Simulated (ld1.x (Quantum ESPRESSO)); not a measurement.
## What one change does to a pseudopotential (Al, ultrasoft)

Al, ultrasoft, made with ld1.x (Quantum ESPRESSO) 7.5 (PBE, fully relativistic). Core [Ne], reference 3s2 3p1. Waves: 3s (bound): rcut 1.35, rcutus 1.90 bohr; 3s channel at 0.4 Ry: rcut 1.35, rcutus 1.90 bohr; 3p (bound): rcut 2.55, rcutus 3.05 bohr; 3p channel at 2.95 Ry: rcut 2.55, rcutus 3.05 bohr; 3d channel at -0.1 Ry: rcut 2.35, rcutus 3.10 bohr; 3d channel at 0.7 Ry: rcut 2.35, rcutus 3.10 bohr. Local part: all-electron potential smoothed inside 1.55 bohr (lloc = -1). Core correction: Bessel-smoothed model core inside 1.60 bohr. Augmentation charge: PSQ, inside the norm-conserving radii.

Open shells are filled in proportion to 2j + 1 (rel_dist='average').

Change: local potential all-electron potential smoothed inside 2.56 bohr (lloc = -1).

Cutoffs: the cutoffs (Ry, on a coarse ladder) from which the occupation-weighted sum of valence levels, in a spherical-Bessel basis at the reference potential, stays within 10 and 1 mRy of its value at 400 Ry; they do not see the model core or the augmentation charge, which bear on the density cutoff. Errors are all-electron minus pseudo energies relative to the spin-unpolarised reference configuration.

Task: What does the change do?

Result: Both files are so soft that the ladder of cutoffs tells neither apart; of the 7 tests that both files solve, the error grows in 0 and shrinks in 1 by more than 15 % and 0.3 meV (median size 0.9 → 0.9 meV); the range in which the s phases agree widens (upper end 3.9 → at the end of the scan); the range in which the d3/2 phases agree widens (upper end 1.0 → 2.3); neither file shows a bound ghost.

| quantity | base | changed |
| --- | --- | --- |
| cutoff, loose | 8 Ry | 8 Ry |
| cutoff, tight | 10 Ry | 10 Ry |
| bound ghosts | none | none |
| error for 3s2 3p0, meV [ΔE 5.76 eV] | -0.1 | -0.1 |
| error for 3s1 3p0, meV [ΔE 24.99 eV] | +8.0 | +8.0 |
| error for 3s2 3p0.5, meV [ΔE 2.09 eV] | +0.1 | +0.1 |
| error for 3s1 3p2, meV [ΔE 5.14 eV] | +0.9 | +0.9 |
| error for 3s0 3p3, meV [ΔE 10.45 eV] | +2.9 | +3.0 |
| error for 3s1 3p1, meV [ΔE 11.57 eV] | +2.2 | +1.7 |
| error for 3s2 3p1.3, meV [ΔE -0.57 eV] | +0.1 | +0.1 |
| s: phases at 3.33 bohr within 0.05 rad from the reference energy up to (Ry; the scan ends near 5) | 3.9 | to the end of the scan |
| p1/2: phases at 3.33 bohr within 0.05 rad from the reference energy up to (Ry; the scan ends near 5) | to the end of the scan | to the end of the scan |
| p3/2: phases at 3.33 bohr within 0.05 rad from the reference energy up to (Ry; the scan ends near 5) | to the end of the scan | to the end of the scan |
| d3/2: phases at 3.33 bohr within 0.05 rad from the reference energy up to (Ry; the scan ends near 5) | 1.0 | 2.3 |
| d5/2: phases at 3.33 bohr within 0.05 rad from the reference energy up to (Ry; the scan ends near 5) | 1.0 | 2.3 |
| lowest overlap eigenvalue by channel | s 0.43, p1/2 0.91, p3/2 0.91, d3/2 0.92, d5/2 0.92 | s 0.46, p1/2 0.91, p3/2 0.91, d3/2 0.95, d5/2 0.95 |
